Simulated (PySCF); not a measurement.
AlCl, SMILES [Al][Cl] (connectivity only; charge and spin as stated), neutral, multiplicity 1.

Coordinates come from a PBE0-D3(BJ)/def2-TZVPD optimisation.

Two levels are set side by side: TDDFT-PBE/def2-TZVPD (PySCF) and TDDFT-ωB97X/def2-TZVPD (PySCF). Vertical, same geometry. The lowest singlet is HOMO→LUMO+1 98 % with PBE and HOMO→LUMO 99 % with the other functional; states are paired by order. Differences are taken from unrounded values.

```tsv
quantity	TDDFT-ωB97X	TDDFT-PBE	TDDFT-PBE minus TDDFT-ωB97X
lowest singlet excitation (eV)	4.68	4.56	-0.12
lowest triplet excitation (TDA) (eV)	3.00	2.81	-0.19
first bright state (f over 0.05) (eV)	4.68	4.56	-0.12
its oscillator strength	0.21	0.16	-0.04
```

Rough cost on one machine, each run with all the roots and properties that it gave: TDDFT-ωB97X against TDDFT-PBE about 4 times.
